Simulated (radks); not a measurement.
Numerical settings for neutral promethium, [Xe] 4f5 6s2. All-electron calculation, Dirac Kohn-Sham, BLYP, spin-unpolarised, spherical densities, finite nucleus; open shells fill j = l - 1/2 first; Fermi nuclear charge, rms radius 4.962 fm. Program: a radial shooting solver on a logarithmic mesh with Libxc functionals. The defaults (mesh step 0.008 in ln r, mesh end at 40 bohr or more with all orbitals vanishing there, Anderson mixing 0.5 over 9 steps, residual threshold near 1e-9 with the energy settled to 1e-9 hartree or 1e-11 of itself, here a cap of 96 iterations) give E = -10027.3670 hartree and 4f5/2 at -2.015 eV in 16 iterations. Run on one thread of a shared host, so times are rough (Arm Neoverse V2): 0.14 s of CPU time, 0.14 s wall, 16 iterations on 2440 mesh points. Changes against that run (0 stands for a change within the tolerance of the run):

setting                     iterations  converged  E (mhartree)  e(4f5/2) (meV)  CPU (s)
mesh step in ln r 0.005             16        yes             0               0     0.22
mesh step in ln r 0.03              15        yes      +0.00474               0     0.04
mesh step in ln r 0.012             16        yes             0               0      0.1
mesh end (bohr) 12                  15        yes        +0.631           +52.9     0.13
mesh end (bohr) 20                  15        yes             0          +0.066     0.13
residual threshold 0.01              9        yes             0          +0.284      0.1
residual threshold 0.001             9        yes             0          +0.284      0.1
mixing 0.2                          18        yes             0               0     0.17
linear mixing, mixing 0.05          96         no      +0.00312           -15.4     0.69
linear mixing, mixing 0.8           51         no      diverged               -     0.97
mixing history 2                    21        yes             0               0     0.17
iteration cap 2                      2         no          +108       -4.95e+03     0.03

No run marked as converged misses the energy by more than 1 mhartree. A mesh that ends early acts as a hard wall.
